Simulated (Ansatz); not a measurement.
BF₂H₃Si (`FB(F)[SiH3]`). The species carries charge 0 and has multiplicity 1. Geometry: relaxed with PBE0-D4/def2-TZVP.

```xyz
7

F     0.167   -0.437    2.146
B    -0.502   -0.332    1.014
F    -1.794   -0.597    1.072
Si    0.381    0.229   -0.732
H     1.860    0.197   -0.615
H    -0.055    1.614   -1.057
H    -0.056   -0.675   -1.828
```

Task: What is the dipole moment at B3LYP/def2-TZVPP? (An estimate is asked.)

Result: Ansatz gave: 0.94 D, with components (0.44, 0.23, -0.79) D in this frame, pointing from negative to positive charge.

Task: And with PBE, r2SCAN, ωB97M-V? (Best estimate.)

Result: Ansatz gave: PBE 0.80 D, r2SCAN 0.86 D, ωB97M-V 0.92 D.

Task: Give the Mulliken charges with B3LYP, r2SCAN, PBE in def2-TZVPP. (Best estimate.)

Result: The calculation gave: 
```tsv
atom	B3LYP	r2SCAN	PBE
F1	-0.22	-0.24	-0.18
B2	0.51	0.51	0.45
F3	-0.22	-0.24	-0.18
Si4	0.09	0.14	0.03
H5	-0.06	-0.06	-0.04
H6	-0.05	-0.06	-0.04
H7	-0.05	-0.06	-0.04
```

B3LYP here is the variant with VWN-RPA as its local correlation; programs differ in this.
